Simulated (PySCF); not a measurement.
Mg(Me) (CH₃Mg), SMILES [Mg+][CH3], charge +1. Atoms are numbered in the order given.

```xyz
5

Mg     0.0000     0.0000    -0.9302
C      0.0000     0.0000     1.1336
H     -0.9019     0.5207     1.4539
H      0.9019     0.5207     1.4539
H      0.0000    -1.0415     1.4539
```
Charge +1, spin multiplicity 1.

The structure is a stationary point at PBE0-D3(BJ)/def2-TZVP. The multiplicity is an assumed one; other spin states were not compared. The isomer is the one that the SMILES or the coordinates give; other isomers of the formula were not compared.

Calculation: PySCF with PBE0/pcJ-1.

Isotropic couplings with Fermi-contact, spin-dipole and both spin-orbit terms, one fixed conformer, no vibrational averaging. Isotopes: 13C, 1H.

| pair | bonds apart | J (Hz) |
|---|---|---|
| C2–H3 | 1 | 147.8 |
| C2–H4 | 1 | 147.8 |
| C2–H5 | 1 | 147.8 |
| H3–H4 | 2 | (withheld) |
| H3–H5 | 2 | (withheld) |
| H4–H5 | 2 | (withheld) |

Question: Complete the blanks. (The exact figures need the calculation; the answer reports its results.)

Answer: 
- H3–H4, J (Hz): -9.9
- H3–H5, J (Hz): -9.9
- H4–H5, J (Hz): -9.9
